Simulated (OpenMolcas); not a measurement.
Cu3+ (d8) in a complex was computed by CASSCF with the d shell active (OpenMolcas, ANO-RCC-VDZP on the metal). Its lowest spin-free states, and all those of the highest spin:

```
2S+1  Degeneracy  E (cm-1)
   3           3       0.0
   3           3      4395
   1           2     10538
   3           1     11860
   1           3     12552
   3           3     18417
   1           1     20361
   1           3     21201
   1           3     21565
   1           2     27989
   1           1     43965
```

Q: Is the site octahedral, tetrahedral or cube-like, axial, or of lower symmetry?

A: The states with 2S+1 = 3 have orbital degeneracies 3, 3, 1, 3. Threefold states need a cubic site. For d8 at this spin an octahedron puts the single A2 below the threefold T2 and a tetrahedron or cube puts the threefold T1 below the threefold T2, so the site is a tetrahedron or a cube, which this pattern cannot tell apart. The run had Cu3+ with 4 ligands (chloride) in tetrahedral coordination (Td) at 2.17 Å. A charge of +0.25 e stands 3.2 Å behind each ligand. Ligand basis ANO-RCC-VDZP.

An orbital triplet at a regular site is open to Jahn-Teller coupling, which can distort the site and quench the lowest spin-orbit gaps and is left out. Without dynamic correlation the repulsion within the d shell is too large (B by tens of per cent), so at a given field states of lower spin stand too high. The least metal-like active orbital is 73 % on the metal (Löwdin) and no ligand orbital is active, so the numbers are rough. Ligand-to-metal charge-transfer states are missing. With no ligand orbital active B as a rule stays too high, so bands that hang on it stand too high and its fall with covalency is understated. With metal d orbitals alone and no dynamic correlation the field as a rule comes out too small, by tens of per cent, by up to half for chloride and softer ligands, and with too little covalency χT stands high. No measured value stands beside these numbers; the geometry was imposed, not optimised, and the real ion may take another.
